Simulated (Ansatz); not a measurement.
```xyz
10

C    -0.650   -1.437    1.009
C    -0.288   -0.208    0.671
F    -0.410    0.807    1.529
C     0.263    0.180   -0.615
F     0.387   -0.837   -1.479
C     0.653    1.377   -1.049
F     0.591    2.475   -0.313
H    -1.052   -1.635    1.993
H    -0.544   -2.245    0.301
H     1.051    1.523   -2.046
```

Charge 0, multiplicity 1.

(1) List the PBE/def2-TZVPP orbital energies in eV (Ansatz 0.2.0). (Best estimate.)

Results:

(1) The calculation gave: Occupied: -660.99, -660.92, -660.72, -271.72, -271.70, -271.54, -269.16, -31.43, -31.26, -31.09, -20.38, -19.14, -16.35, -15.00, -14.09, -13.75, -12.64, -12.26, -11.96, -11.36, -11.12, -10.37, -10.23, -9.80, -8.66, -7.36, -5.96. Lowest empty: -2.13, 0.09, 1.08, 1.35, 1.60, 1.90, 2.43, 2.93.
